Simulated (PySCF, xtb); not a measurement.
C3H6F2Si, SMILES C(=C(F)F)C[SiH3]. Other conformers were not sampled.

Harmonic wavenumbers (cm⁻¹) from GFN2-xTB (xtb) at its own minimum, in rising order: 46, 107, 118, 214, 314, 430, 490, 503, 513, 564, 723, 763, 781, 783, 790, 834, 888, 1063, 1146, 1172, 1208, 1274, 1461, 1777, 2270, 2280, 2294, 2989, 3005, 3109.

**Question.** What does PBE-D3(BJ)/def2-SVP run with PySCF 2.14.0 give at its own minimum? (The exact figures need the calculation; the answer reports its results.)

**Answer.** 44, 109, 135, 232, 300, 462, 484, 563, 584, 606, 713, 784, 803, 885, 904, 910, 914, 1053, 1121, 1149, 1241, 1321, 1379, 1761, 2154, 2166, 2174, 2981, 3048, 3139. Paired by order, the mean absolute difference is 43 cm⁻¹ and the zero-point energies are 48.5 and 48.8 kcal/mol.
